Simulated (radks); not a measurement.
Values are calculated unless marked as measured or tabulated.
Question: The mean radii <r> (bohr) of the occupied orbitals of an atom or ion are listed with their occupations. Level of theory: Dirac Kohn-Sham, exchange-only B88, spin-unpolarised, spherical densities, finite nucleus; Fermi nuclear charge, rms radius of each element as measured or else 0.836 A^(1/3) + 0.57 fm (a radial shooting solver on a logarithmic mesh with Libxc functionals).

| orbital | occ. | <r> |
|---|---|---|
| 1s1/2 | 2 | 0.03706 |
| 2s1/2 | 2 | 0.1623 |
| 2p1/2 | 2 | 0.1386 |
| 2p3/2 | 4 | 0.1430 |
| 3s1/2 | 2 | 0.4582 |
| 3p1/2 | 2 | 0.4547 |
| 3p3/2 | 4 | 0.4652 |
| 3d3/2 | 4 | 0.4497 |
| 3d5/2 | 6 | 0.4533 |
| 4s1/2 | 2 | 1.183 |
| 4p1/2 | 2 | 1.293 |
| 4p3/2 | 2 | 1.320 |
| 4d3/2 | 2 | 1.774 |
| 5s1/2 | 1 | 3.036 |
| 5p1/2 | 2 | 3.633 |

Name the element and its charge. Open shells, if any, fill j = l - 1/2 first.

Answer: Z = 40, zirconium, charge +1: Zr+ in [Ar] 3d10 4s2 4p4 4d2 5s1 5p2. The 1s radius gives Z: for a bare nucleus <r> = (2 gamma + 1)/(2Z) with gamma = sqrt(1 - (Z/c)^2), 0.03641 bohr for Z = 40, and screening makes it slightly larger (0.03706 here). The occupations add up to 39, and the charge is Z minus that.
